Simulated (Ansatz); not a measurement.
`COC(C)Cl` + HI → `COC(Cl)I` + CH₄ at 600 K and 1 bar (substitution at a C–C bond).

Calculated with Ansatz (gas phase, PBE0-D4/def2-TZVP geometries, no zero-point term in ΔE). CCSD(T)/CBS adds triple-zeta CCSD(T) − MP2 to the extrapolated MP2 energy (def2 sets, frozen cores). This one scheme is used for every species. def2 core potentials past Kr. For I outer-core shells are correlated without core-valence functions, which leaves a few kJ/mol of doubt a bond. One conformer a species, not always the lowest.

```
   species  CCSD(T)/CBS energy (Eh)  H − E (kJ/mol)  S (J/(mol·K))
`COC(C)Cl`               -653.31493           319.3          416.5
        HI               -298.03592            31.6          227.0
`COC(Cl)I`               -910.87679           213.2          429.2
       CH₄                -40.46206           140.4          215.7
```

H − E and S are ideal-gas, rigid-rotor, harmonic terms from PBE0-D4/def2-TZVP, for one conformer and one mirror image of each species. 1 Eh = 2625.50 kJ/mol, R = 8.31446 J/(mol·K).

Problem. By hand: ΔE, ΔH, ΔS and ΔG.

Solution. ΔE = (-910.87679) + (-40.46206) − (-653.31493) − (-298.03592) = 0.01200 Eh = 31.5 kJ/mol. Δ(H − E) = 213.2 + 140.4 − 319.3 − 31.6 = 2.7, so ΔH = 34.2 kJ/mol. ΔS = 429.2 + 215.7 − 416.5 − 227.0 = 1.4 J/(mol·K). ΔG = 34.2 − 600 × (1.4)/1000 = 33.4 kJ/mol.

Problem. By hand: the equilibrium constant, and the temperature at which ΔG would vanish if ΔH and ΔS stayed fixed.

Solution. log₁₀ K = −ΔG/(RT ln 10) = -2.9. ΔG = 0 at ΔH/ΔS = 24429 K, far beyond where these terms or the molecules hold.

The number of gas molecules stays the same, so ΔS is small and ΔH decides. A doubt of 5 kJ/mol in ΔE shifts log₁₀ K by 0.4 here. Other conformers and mirror images would add mixing entropy, several J/(mol·K) or more a flexible species. These are equilibria of isolated gas molecules and say nothing of rates. Largest T1 diagnostic: 0.011 (customary marks: 0.02 for closed shells, 0.045 for open ones).
